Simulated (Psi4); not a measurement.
Conformational energy of SMILES c1ccc(C=C)c(c1)C#N (C9H7N). Scanned: dihedral C1–C2–C3–C4; all other coordinates were relaxed at GFN2-xTB. Points at φ and −φ are mirror images.

Geometry of the scan point at -160° (Å):
```
17

C     -2.7907    -0.7056     0.2413
C     -1.8288     0.2072     0.1851
C     -0.4043    -0.0286    -0.0174
C      0.4903     0.9718     0.3675
C      1.8561     0.8192     0.2312
C      2.3752    -0.3457    -0.3142
C      1.5168    -1.3441    -0.7277
C      0.1345    -1.1961    -0.5874
C     -0.6510    -2.2567    -1.0936
N     -1.1992    -3.1550    -1.5515
H     -2.6036    -1.7596     0.1370
H     -3.8151    -0.4198     0.4094
H     -2.0838     1.2500     0.3342
H      0.0960     1.8830     0.7946
H      2.5195     1.6106     0.5470
H      3.4416    -0.4699    -0.4242
H      1.9020    -2.2513    -1.1706
```

Calculation: PBE-D3(BJ)/def2-SVP // GFN2-xTB (Psi4 1.11).

Scanned values (°): -160, -140, -120, -100, -80, -60, -40, -20, 0, 20, 40, 60, 80, 100, 120, 140, 160, 180.

Task: Describe the profile: where are the wells and the tops?

Result: Lower than their neighbours: 0° (0.0 mEh), 180° (1.9 mEh). Higher than their neighbours: -100° (8.6 mEh), 100° (8.6 mEh). The whole profile spans 8.6 mEh.
